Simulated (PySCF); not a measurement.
Gas-phase equilibrium of 1 mol AsH₃, 9.6 mol H₂ at 800 K and 0.133 bar, among 7 species (As, AsH₃, As₂, H, H₂, As₄, AsH₂). Only gases are allowed; each row takes one source of thermochemistry for all species, and Cantera finds the minimum.

Method: PySCF energies plus ideal-gas RRHO corrections (1 bar). † marks an energy on the PBE0/def2-TZVP geometry and frequencies; other levels use their own. MP2 and CCSD(T) freeze the core. 6-31G* has spherical d functions here. Open shells (unrestricted) among the columns below: AsH₂ (multiplicity 2); the rest are closed-shell singlets. B3LYP is the form with VWN-RPA correlation. As: all electrons, no relativistic terms. AsH₂: computed as isolated molecules; such fragments, hydroxides, amides, oligomers or adducts are transient or little studied in the gas. MP2 isn't extrapolated to the basis-set limit. CCSD(T) isn't extrapolated to the basis-set limit. The harmonic model lacks anharmonicity and excited electronic states, which grow with temperature; levels with a mode under 35 cm⁻¹ are left out.

Molecules larger than those listed are left out.

Mole fractions:

| thermochemistry | x H₂ | x As₄ | x As₂ | x AsH₃ | x AsH₂ |
|---|---|---|---|---|---|
| B3LYP/6-31G* | 0.98 | 0.022 | 0.00040 | 4.8e-6 | 9.4e-8 |
| CCSD(T)/def2-SVP† | 0.97 | 0.011 | 0.021 | 6.5e-5 | 8.8e-7 |
| MP2/def2-TZVPP† | 0.98 | 0.022 | 5.5e-6 | 5.9e-8 | 3.6e-10 |
| PBE0/def2-QZVP† | 0.98 | 0.022 | 1.9e-6 | 4.7e-6 | 4.0e-8 |
| LDA/def2-TZVP† | 0.98 | 0.022 | 9.5e-8 | 2.1e-5 | 1.3e-9 |
| ωB97X-V/def2-TZVP† | 0.98 | 0.022 | 3.5e-6 | 2.2e-5 | 8.6e-8 |
The most sensitive of these is As₂: it spans a factor of 10^5.4 over these rows; at this temperature one factor of ten is RT ln 10 = 15 kJ/mol.
